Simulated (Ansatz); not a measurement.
Consider the redistribution: `[CH3][Cd][Cl]` + `[OH][Ti]([OH])([OH])[SH]` → `[CH3][Cd][SH]` + `[OH][Ti]([OH])([OH])[Cl]`.

Program: Ansatz. Geometries: PBE0-D4/def2-TZVP. ΔE: electronic, gas phase. CCSD(T)/CBS adds triple-zeta CCSD(T) − MP2 to the extrapolated MP2 energy (def2 sets, frozen cores). DFT in def2-TZVPP. def2 core potentials past Kr. For Cd, Ti outer-core shells are correlated without core-valence functions, which leaves a few kJ/mol of doubt a bond. Scalar relativity is left out up to krypton. One conformer a species, not always the lowest.

```csv
level,ΔE (kJ/mol)
B97M-V,-21.2
PBE0-D4,-22.2
ωB97X-V,-22.2
PBE-QIDH,-22.8
BLYP,-22.5
r2SCAN0,-22.7
MP2/def2-QZVPP,-23.9
MP2/CBS(def2),-23.4
```

Task: What does CCSD(T)/CBS give? (Best estimate.)

Result: The calculation gave: -20.9 kJ/mol. The listed levels differ from it by -0.3, -1.3, -1.3, -1.9, -1.6, -1.8, -3.0, -2.5 kJ/mol.

Largest T1 diagnostic among the species: 0.025, so the coupled-cluster value is less sure than usual.

Leaving LDA and LC-ωPBE aside and taking each functional with its dispersion term where it has one, the values, not all of them listed here, spread over 1.8 kJ/mol, from PBE-QIDH to BHLYP-D4.
